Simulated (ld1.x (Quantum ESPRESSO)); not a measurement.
# Mg (Z = 12): one change to a PAW potential, before and after

| Property | Result |
| --- | --- |
| Element | Mg (Z = 12) |
| Generator | ld1.x (Quantum ESPRESSO) 7.5 |
| Type | PAW |
| Functional | PBE |
| Relativity | scalar-relativistic |
| Frozen core | [He] |
| Valence charge | 10 |
| Reference configuration | 2s2 2p6 3s2 3p0 |
| Partial waves | 2s (bound): rcut 0.95, rcutus 1.10 bohr; 3s (bound): rcut 0.95, rcutus 1.10 bohr; 2p (bound): rcut 1.05, rcutus 1.15 bohr; 3p (bound, empty): rcut 1.05, rcutus 1.15 bohr; 3d channel at 0.2 Ry: rcut 1.15, rcutus 1.30 bohr; 3d channel at 2 Ry: rcut 1.15, rcutus 1.30 bohr |
| Local potential | all-electron potential smoothed inside 1.25 bohr (lloc = -1) |
| Core correction | Bessel-smoothed model core, default radius (core density twice the valence density) |
| Augmentation charge | PSQ, inside the norm-conserving radii |

All-electron outer shells of the reference configuration (PBE, scalar-relativistic, ld1.x):

| shell | level (eV) | outermost node (bohr) | outermost maximum (bohr) |
| --- | --- | --- | --- |
| 1s | -1259.65 | – | 0.09 |
| 2s | -79.85 | 0.18 | 0.54 |
| 2p | -46.61 | – | 0.48 |
| 3s | -4.70 | 0.90 | 2.56 |
| 3p | -1.33 | 0.96 | 3.46 |

Change: type TM; waves now 2s (bound): rc 1.10 bohr; 3d channel at 0.2 Ry: rc 1.30 bohr; 2p (bound): rc 1.15 bohr; local potential the p channel (3s counted twice).

Cutoffs: the cutoffs (Ry, on a coarse ladder) from which the occupation-weighted sum of valence levels, in a spherical-Bessel basis at the reference potential, stays within 10 and 1 mRy of its value at 400 Ry; they do not see the model core or the augmentation charge, which bear on the density cutoff. Errors are all-electron minus pseudo energies relative to the spin-unpolarised reference configuration.

**Question.** What does the change do?

**Answer.** The potential gets harder (70 Ry and 110 Ry → 140 Ry and 230 Ry); of the 7 tests that both files solve, the error grows in 6 and shrinks in 1 by more than 15 % and 0.3 meV (median size 0.1 → 43.0 meV); the range in which the s phases agree narrows (upper end at the end of the scan → 1.3); the range in which the p phases agree narrows (upper end at the end of the scan → 1.1); neither file shows a bound ghost. In the changed file ld1.x takes every shell without a wave as core, so the model core holds the 3s electrons as well and exchange and correlation see them twice. This cancels in the reference configuration, but the file is broken for other ones, and its errors say nothing about a proper core correction. Several settings change at once here, so the effects cannot be laid on one of them.

| quantity | base | changed |
| --- | --- | --- |
| cutoff, loose | 70 Ry | 140 Ry |
| cutoff, tight | 110 Ry | 230 Ry |
| loose cutoff by channel (10 mRy a level) | s 40 Ry, p 50 Ry | s 35 Ry, p 110 Ry |
| bound ghosts | none | none |
| largest miss of a reference level, eV | 0.00 | 0.14 |
| error for 2s2 2p6 3s1 3p0, meV [ΔE 7.96 eV] | -0.1 | +16 |
| error for 2s2 2p6 3s0 3p0, meV [ΔE 22.99 eV] | -0.3 | -401 |
| error for 2s2 2p6 3s1.5 3p0, meV [ΔE 3.14 eV] | 0.0 | +43 |
| error for 2s2 2p5 3s2 3p0, meV [ΔE 58.54 eV] | -9.9 | -0.4 |
| error for 2s2 2p6 3s0 3p2, meV [ΔE 7.18 eV] | -0.1 | +42 |
| error for 2s1 2p6 3s2 3p0, meV [ΔE 91.47 eV] | -7.1 | -524 |
| error for 2s2 2p6 3s1 3p1, meV [ΔE 3.49 eV] | 0.0 | +46 |
| s: phases at 1.40 bohr within 0.05 rad from the reference energy up to (Ry; the scan ends near 5) | to the end of the scan | 1.3 |
| p: phases at 1.40 bohr within 0.05 rad from the reference energy up to (Ry; the scan ends near 5) | to the end of the scan | 1.1 |
| d: phases at 1.40 bohr within 0.05 rad from the reference energy up to (Ry; the scan ends near 5) | to the end of the scan | to the end of the scan |
